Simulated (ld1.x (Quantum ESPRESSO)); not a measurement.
## u(r) = r·R(r): atom against pseudo-atom (barium)

Columns: radius, all-electron u(r) and pseudo u(r) of the 5p shell (level -24.41 eV) of barium in the configuration [Kr] 4d10 5s2 5p6 5d0 6s1 6p0; PW91, scalar-relativistic, PAW scheme, ld1.x (Quantum ESPRESSO) 7.5.

```tsv
r (bohr)	all-electron	pseudo
0.160	-0.2064	-0.0204
0.320	-0.0448	-0.0793
0.480	0.3759	-0.1707
0.640	0.3826	-0.2850
0.800	0.1175	-0.4106
0.960	-0.2076	-0.5352
1.120	-0.4832	-0.6471
1.280	-0.6761	-0.7369
1.440	-0.7887	-0.7978
1.600	-0.8355	-0.8268
1.760	-0.8335	-0.8245
1.920	-0.7984	-0.7948
2.080	-0.7429	-0.7438
2.240	-0.6765	-0.6790
2.400	-0.6060	-0.6079
2.560	-0.5360	-0.5365
2.720	-0.4692	-0.4692
2.880	-0.4074	-0.4074
3.040	-0.3514	-0.3514
3.200	-0.3015	-0.3015
3.360	-0.2576	-0.2576
3.520	-0.2192	-0.2192
3.680	-0.1860	-0.1860
3.840	-0.1574	-0.1574
4.000	-0.1329	-0.1329
4.160	-0.1119	-0.1119
```

Question: How many radial nodes do the two functions have?

Answer: The all-electron 5p function has n − l − 1 = 3 (the table is too coarse to show those close to the nucleus); the pseudo-wave has 0, since the states of the same l below it are removed with the core.

Question: At about which radius was the pseudo-wave matched?

Answer: 2.80 bohr. The columns agree to 0.0005 from 2.56 bohr on; several derivatives are matched, so the curves merge somewhat inside the radius.

Question: Where does each function peak?

Answer: Outermost all-electron maximum near 1.60 bohr, pseudo maximum near 1.60 bohr (to the table’s step).

Question: Is the pseudo-wave norm-conserving?

Answer: No, it belongs to a PAW set: the norm inside the radius is not constrained, and the difference is carried by the augmentation charge.
